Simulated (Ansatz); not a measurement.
System: C₅H₈Si, charge 0, multiplicity 1. 
Geometry from a B3LYP-D3(BJ)/def2-TZVP (Ansatz, a quantum-chemistry and plane-wave program) optimisation:
```
C
C 1 1.3512
H 2 1.0806 1 126.23
C 1 1.4766 2 107.65 3 -180.00
C 4 1.3423 1 110.02 2 0.00
H 5 1.0798 4 126.76 1 180.00
H 4 1.0813 5 125.81 6 0.00
C 5 1.4992 6 124.08 4 180.00
H 8 1.0969 5 112.24 6 -59.58
H 8 1.0969 9 105.91 2 122.07
Si 1 1.8579 2 125.78 3 0.00
H 11 1.4814 1 109.23 2 0.00
H 11 1.4839 12 109.20 1 121.38
H 11 1.4839 12 109.20 13 117.23
```
Charge 0, spin multiplicity 1.

Basis-set convergence of Hartree-Fock and CCSD(T) correlation energies (hartree) with Ansatz. Valence correlation only, unless marked. Spin-orbit coupling is left out. Non-relativistic.

The Hartree-Fock reference is unstable (checked in the largest basis), which strains HF and MP2. 

```csv
basis,functions,E(HF),"E(corr, CCSD(T))"
cc-pV(D+d)Z,133,-482.91166,-0.85805
cc-pV(T+d)Z,301,-482.97293,-1.02382
cc-pV(Q+d)Z,579,-482.98860,-1.07520
```

Extrapolating the two largest sets (X = 3 and 4) as X^-3: E(corr) = (64·(-1.07520) - 27·(-1.02382))/37 = -1.1127 Eh, an estimate of the basis-set limit. The largest set recovers 96.6 % of it, the smallest 77.1 %.
